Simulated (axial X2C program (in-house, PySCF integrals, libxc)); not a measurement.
**Worked dissociation energy of BeN⁺: PBEsol, scalar-relativistic**

Calculated with an in-house relativistic program for diatomic molecules. Spin-free means the one-electron spin-free X2C Hamiltonian. Basis: N dyall-av3z [7s7p3d2f], Be dyall-cv3z [8s8p3d1f] (cores contracted in-house); Gaussian nuclei, density fitting, unrestricted open shells. Masses: N 14.003 u, Be 9.012 u.

Molecular state: M_S = 1, Λ = 0 (beyond evenly filled blocks: π+α, π-α).

- E(N) (2M_S = 3, M_L = 0): -54.356432 hartree
- E(Be+) (2M_S = 1, M_L = 0): -14.207987 hartree
- E(BeN⁺) at Re: -68.657128 hartree
- ωe: 928.8 cm⁻¹
- ωexe: 11.2 cm⁻¹

(1) Work out De and D0.

Occupations by symmetry block were frozen at the best pattern of an incomplete PBE0 search. De is counted from the lowest determinant-based energies of the atoms at the same level, without counterpoise correction. The determinant is spin-polarised beyond a pure state at some levels (its spin-free form has ⟨S²⟩ too high), which makes Re and μ there less reliable.

Each atomic determinant is the lowest at this level and need not be a pure term. Totals compare only within one Hamiltonian and basis.

Answers

(1) De = -54.356432 + (-14.207987) − (-68.657128) = 0.09271 hartree = 2.523 eV. The zero-point energy is ωe/2 − ωexe/4 = 462 cm⁻¹ = 0.057 eV, so D0 = 2.465 eV.
